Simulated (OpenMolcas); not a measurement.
**Co3+: from RASSCF to RASPT2**

```yaml
Program: OpenMolcas 26.06
Basis: ANO-RCC-VQZP [7s6p4d3f2g1h]
Scalar_Hamiltonian: DKH2, point nucleus
Active_space: 12 electrons in 8 orbitals (RAS1 3p, at most 2 holes; RAS2 3d)
State_averaging: 2S+1 = 5 even, 5 roots; 2S+1 = 3 even, 45 roots; 2S+1 = 1 even, 44 roots
Spin-orbit_coupling: RASSI with atomic mean-field integrals over the reference wave functions, term energies averaged over their components
```

Methods on the same reference wave functions:
A. RASSCF
B. SS-RASPT2, IPEA 0.25 Eh, imaginary shift 0.1 Eh (closed shells correlated: 3s)
C. MS-RASPT2, IPEA 0.25 Eh, imaginary shift 0.1 Eh (closed shells correlated: 3s)

Energies in cm⁻¹ above 3d⁶ ⁵D₄, the measured ground level; measured values from Sugar and Corliss, J. Phys. Chem. Ref. Data 10, 1097 (1981).

```tsv
Level	A	B	C	Measured
3d⁶ ⁵D₄	0.0	0.0	0.0	0.0
3d⁶ ⁵D₃	620	622	622	639
3d⁶ ⁵D₂	1051	1052	1053	1078
3d⁶ ⁵D₁	1327	1327	1328	
3d⁶ ⁵D₀	1462	1462	1463	1494
3d⁶ ³P₂(1)	24993	23380	23320	22883
3d⁶ ³P₁(1)	26830	25220	25140	24729
3d⁶ ³P₀(1)	27553	25960	25890	25449
3d⁶ ³H₆	28152	23700	23700	23680
3d⁶ ³F₄(1) [72 %]	28325	25730	25730	
3d⁶ ³H₅	28444	24010	24010	24032
3d⁶ ³H₄ [75 %]	28784	24220	24220	
3d⁶ ³F₃(1)	28815	26090	26060	25736
3d⁶ ³F₂(1)	29054	26350	26290	25969
3d⁶ ³G₅	33435	29330	29330	29022
3d⁶ ³G₄	33951	29890	29880	29592
3d⁶ ³G₃	34194	30120	30120	29868
3d⁶ ¹G₄(1)	39970	37320	37290	36683
3d⁶ ³D₁	40774	37120	37120	36382
3d⁶ ³D₂	40798	37140	37140	36348
3d⁶ ³D₃	40992	37340	37330	36554
3d⁶ ¹I₆	42318	36080	36080	35943
3d⁶ ¹S₀	42611	42250	42240	41442
3d⁶ ¹D₂	48511	43960	43960	42342
```

Deviations, from unrounded energies. A percentage is the sum of absolute deviations over the sum of measured energies, with the sign that they share, or ± where signs differ.

| Against measurement | Levels | A | B | C |
| --- | --- | --- | --- | --- |
| mean absolute deviation (cm-1) | 20 | 3200 | 440 | 420 |
| fine structure of the ground term (%) | 3 | -2.4 | -2.3 | -2.3 |
| other terms of the ground configuration (%) | 17 | +12.3 | ±1.6 | ±1.6 |

B, C lie about equally close to measurement and A furthest from it. The largest miss of C in the table is 3d⁶ ¹D₂, by +1600 cm-1. The ranking rests on the paired levels alone, and a cruder setting can come out closer through cancelling errors.

Between B and C the level of the table that moves most is 3d⁶ ³P₀(1), by 78 cm-1 (lowest in C, highest in B). Moves below CASPT2's spread within the term are not significant.

The mean deviations of B to C differ by less than CASPT2's widest spread within a term (1100 cm-1), so their order carries little weight.

From A to B the spin-free energies of the other terms of 3d⁶ shown, above ⁵D, scale by factors of 0.84 to 0.99.

The lowest spin-free term lies below A's lowest term by 0.491 hartree in B, 0.491 hartree in C.

CASPT2 does not keep the components of a term degenerate, so their means are used; among the terms shown or strongly mixed into the levels shown the widest spread is 1100 cm-1 (3d⁶ ¹I, C). Active for correlation alone: 3p; no level in the range computed is led by a configuration that opens it, so any true level of that kind is missing. The CASPT2 spread within a term exceeds the gap to the next term for 3d⁶ ¹G(1) and 3d⁶ ³D, so the order of their levels is uncertain (figures for B; the like holds for C). Without dynamic correlation excited terms often stand tens of per cent too high (terms of higher spin than the ground term too low), and those without a measured partner can miss by more than the paired ones (holds for A). Some levels mix across a computed gap that differs much from the measured one, so their mixing is not that of the real levels (holds for B; C). Computed and measured levels are paired by configuration, term and J; levels that our copy of the source lacks, or whose pairing is in doubt (as where it misses far off the trend of its configuration), stay unpaired and out of the deviations. Levels of configurations outside the active space are missing. The table leaves out levels that lie high or whose names do not pair safely across all columns.

A share in square brackets marks a mixed level and gives the weight of the term that names it, the lowest over the columns. A number in round brackets counts repeated terms of one configuration in the order of the reference energies.
